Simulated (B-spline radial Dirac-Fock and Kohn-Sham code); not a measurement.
**X-ray scattering factor of Hf³⁺**

System: hafnium as Hf³⁺, configuration [Xe] 4f14 5d1, inside a Watson sphere of charge -3 and radius 2.7 Å (a model of the Madelung potential; inside it an electron's potential energy is raised by 16.0 eV).

Input file task.json (cfg lists n, l and occupation; rrms is the nuclear radius in fm):

```json
{"items": [{
  "Z": 72,
  "q": 3,
  "cfg": [[1, 0, 2], [2, 0, 2], [2, 1, 6], [3, 0, 2], [3, 1, 6], [3, 2, 10], [4, 0, 2], [4, 1, 6], [4, 2, 10], [4, 3, 14], [5, 0, 2], [5, 1, 6], [5, 2, 1]],
  "A": 180,
  "rrms": 5.347,
  "watson": [-3, 2.7],
  "do": ["scatter"],
  "s": [0.0, 0.05, 0.1, 0.15, 0.2, 0.25, 0.3, 0.35, 0.4, 0.45, 0.5, 0.6, 0.7, 0.8, 0.9, 1.0, 1.1, 1.2, 1.4, 1.6, 1.8, 2.0, 2.5, 3.0, 3.5, 4.0, 5.0, 6.0],
  "pz": [0, 0.1, 0.2, 0.3, 0.4, 0.5, 0.6, 0.8, 1.0, 1.2, 1.4, 1.6, 1.8, 2.0, 2.5, 3.0, 4.0, 5.0, 7.0, 10.0, 15.0, 20.0, 30.0, 40.0, 60.0, 100.0],
  "hv_scatter": [1000, 2000, 5000, 10000, 17479.3, 20000, 30000, 1000000]
}]}
```

Run with: `python xray_run.py task.json out`

Method: configuration-average Dirac-Fock orbitals. Computed with a B-spline atomic structure program. f₀ is the Fourier transform of the spherical electron density, S the Waller-Hartree incoherent function, and s = sin θ/λ.

```
s (Å⁻¹)      f₀       S
      0  69.000   0.000
   0.05  68.392   0.653
    0.1  66.668   2.379
   0.15  64.084   4.680
    0.2  60.955   7.136
   0.25  57.571   9.538
    0.3  54.154  11.827
   0.35  50.850  14.001
    0.4  47.740  16.062
   0.45  44.855  18.001
    0.5  42.197  19.812
    0.6  37.492  23.060
    0.7  33.465  25.920
    0.8  29.993  28.517
    0.9  27.008  30.914
      1  24.472  33.143
    1.1  22.349  35.227
    1.2  20.595  37.188
    1.4  17.972  40.786
    1.6  16.144  43.945
    1.8  14.726  46.634
      2  13.480  48.875
    2.5  10.613  53.010
      3   8.227  55.889
    3.5   6.580  58.077
      4   5.572  59.811
      5   4.502  62.358
      6   3.740  64.095
```

f₀ starts at the number of electrons, 69, and has fallen to half at s ≈ 0.67 Å⁻¹. The sum of ⟨r²⟩ over the electrons is 33.47 bohr².
